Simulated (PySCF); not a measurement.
C7H7OS (doublet state).
Atom-mapped SMILES: `[CH3:1][O:2][c:3]1[cH:4][cH:5][cH:6][c:7]([S:8])[cH:9]1` (hydrogens: H10, H11, H12 on C1; H13 on C4; H14 on C5; H15 on C6; H16 on C9)

Computed with UKS B3LYP, pcH-1 on C H O S, non-relativistic, mean-field spin-orbit, GIAO (PySCF). The structure is a single GFN2-xTB conformer in the gas phase; no vibrational or solvent corrections. A GFN2-xTB geometry isn't a minimum of the functional, and hyperfine couplings can be far from their values at a DFT geometry, by a factor of two or more for some ions and for spin on atoms past the first row.

Output of the driver script. Atoms in this output count from 0.

```
UKS, coarse grid
  cycle   1  E = -744.28738977  |g| = 4.16e-01
  cycle   2  E = -744.23740702  |g| = 5.77e-01
  cycle   3  E = -744.35575098  |g| = 1.04e-01
  cycle   4  E = -744.35977604  |g| = 4.17e-02
  cycle   5  E = -744.36057087  |g| = 1.45e-02
  cycle   6  E = -744.36068899  |g| = 7.64e-03
  cycle   7  E = -744.36073011  |g| = 3.73e-03
  cycle   8  E = -744.36074184  |g| = 1.48e-03
  cycle   9  E = -744.36074546  |g| = 4.77e-04
UKS, final grid
  cycle   1  E = -744.36066311  |g| = 6.90e-04
  cycle   2  E = -744.36066270  |g| = 1.20e-03
  cycle   3  E = -744.36066345  |g| = 1.40e-04
  cycle   4  E = -744.36066347  |g| = 1.13e-04
  cycle   5  E = -744.36066350  |g| = 4.94e-05
  cycle   6  E = -744.36066350  |g| = 1.22e-05
E = -744.36066350 Eh   <S^2> = 0.7668 (exact 0.7500)
g shifts (ppm)      1          2          3
  rmc          -203       -203       -203
  gc             -6         45         41
  oz_so         100      10405     150718
  total        -108      10247     150556
hyperfine (MHz)  atom isotope    a_iso     a_fc   dipolar eigenvalues
    0   13C      -0.10      -0.10     -0.26      0.01      0.25
    1   17O       1.46       1.46     -1.80     -1.34      3.14
    2   13C     -14.68     -14.68     -9.52      4.57      4.95
    3   13C      18.91      18.91    -17.94    -16.60     34.55
    4   13C     -16.49     -16.49    -11.49      5.06      6.43
    5   13C      15.51      15.51    -15.43    -15.09     30.52
    6   13C     -22.84     -22.84     -6.44      2.47      3.97
    7   33S      14.94      14.94    -68.46    -67.97    136.43
    8   13C       9.29       9.29     -9.35     -8.99     18.34
    9    1H       0.29       0.29     -0.67     -0.60      1.28
   10    1H       0.07       0.07     -0.33     -0.28      0.61
   11    1H       0.29       0.29     -0.67     -0.60      1.28
   12    1H     -14.37     -14.37     -8.77     -0.45      9.23
   13    1H       4.53       4.53     -1.96     -0.46      2.41
   14    1H     -12.99     -12.99     -4.47     -2.18      6.66
   15    1H      -8.12      -8.12     -2.20     -1.93      4.13
```

Q: The SCF converged. Why should these EPR parameters still be doubted?

A: The largest g shift is +0.151, past the limit of 0.03 at which the run flags a species of elements up to argon. The orbital-Zeeman/spin–orbit term is second order, a sum of spin–orbit matrix elements over excitation energies, so it grows and becomes less reliable as an excited state comes close; a shift this large should be checked with a method that treats spin–orbit coupling variationally or among several states. The contact and dipolar couplings don't rest on that expansion, but they belong to the state that the SCF found, and a close-lying state with the spin in another orbital would have other couplings; no stability test was run. The run left out the spin–orbit part of the hyperfine coupling.

Q: Where is the spin in this solution (atoms counted from 1)?

A: Largest spin populations (Mulliken): S8 (+0.75), C4 (+0.23), C6 (+0.20) and C9 (+0.12). Three atoms exceed +0.15. The positive populations add up to 1.29 and the negative ones to -0.29, together 2S = 1. ⟨S²⟩ = 0.7668 against the exact 0.7500, 2.2 % above the value of a pure doublet state. 

Q: Average a_iso over equivalent nuclei, turn it into first-order splittings with g = 2.0023, and give the multiplets for abundant isotopes (0.05 mT or more).

A: 
```json
{"nuclei (from 1)": "H13", "isotope": "1H", "I": "1/2", "position": "5 bonds from S8, on C4 of spin population +0.23", "a_iso (MHz)": "-14.4", "|a| (mT)": "0.51", "splits into": "1:1 doublet"}
{"nuclei (from 1)": "H15", "isotope": "1H", "I": "1/2", "position": "3 bonds from S8, on C6 of spin population +0.20", "a_iso (MHz)": "-13.0", "|a| (mT)": "0.46", "splits into": "1:1 doublet"}
{"nuclei (from 1)": "H16", "isotope": "1H", "I": "1/2", "position": "3 bonds from S8, on C9 of spin population +0.12", "a_iso (MHz)": "-8.1", "|a| (mT)": "0.29", "splits into": "1:1 doublet"}
{"nuclei (from 1)": "H14", "isotope": "1H", "I": "1/2", "position": "4 bonds from S8", "a_iso (MHz)": "4.5", "|a| (mT)": "0.16", "splits into": "1:1 doublet"}
```
